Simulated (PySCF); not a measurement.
Computed vibrations of [Yb(H2S)2]3+

[Yb(H2S)2]3+ (singlet in the valence; each metal's 4f electrons, 13 of them, lie in its core potential, out of spins and levels). PySCF 2.14.0, RKS PBE0, Yb lcecp-1-SVP with ECP59, S def2-SVP, H def2-SVP; non-relativistic Hamiltonian with scalar-relativistic core potentials where named; density fitting; no spin-orbit coupling. Central differences of gradients.

```xyz
7

Yb   -0.5012    0.0000    0.0000
S     1.2934    0.2067    2.0437
H     1.6312    1.5337    2.1531
H     0.5897    0.1051    3.2196
S     1.2934   -0.2067   -2.0437
H     1.6312   -1.5337   -2.1531
H     0.5897   -0.1051   -3.2196
```

Run from Python with OMP_NUM_THREADS=2. Where DIIS fails, smearing, a level shift and second-order steps follow.
It took 49 s on 2 threads of AMD EPYC 7R43 64-Core Processor (Zen 3), with other jobs on the host.

Question: What are the harmonic wavenumbers and infrared intensities?

Answer: Modes are labelled in C2; negative numbers are unstable modes, those under 60 cm⁻¹ near the noise; a finer grid moves soft modes by up to 10 cm⁻¹.
| cm⁻¹ | km/mol | symmetry |
| --- | --- | --- |
| 46 | 1.4 | a |
| 55 | 52.2 | b |
| 101 | 20.8 | a |
| 225 | 3.0 | a |
| 226 | 12.6 | b |
| 454 | 48.9 | b |
| 456 | 89.6 | a |
| 556 | 0.1 | b |
| 560 | 0.1 | a |
| 1122 | 3.2 | a |
| 1124 | 23.3 | b |
| 2538 | 659.4 | b |
| 2545 | 0.1 | a |
| 2564 | 105.9 | a |
| 2564 | 309.1 | b |

Question: Is this a minimum?

Answer: Yes, within the noise of the softest modes. Ideal gas at 298.15 K and 1 bar: S = 378.2 J/(mol K), Cp = 95.9 J/(mol K), H − H(0 K) = 21.4 kJ/mol (rigid rotor, harmonic modes, spin degeneracy alone, that of the 4f electrons in the core included; the modes under 60 cm⁻¹ make these uncertain).

An lcecp potential fixes the number of 4f electrons, so in runs with it no electron can move into or out of that shell.
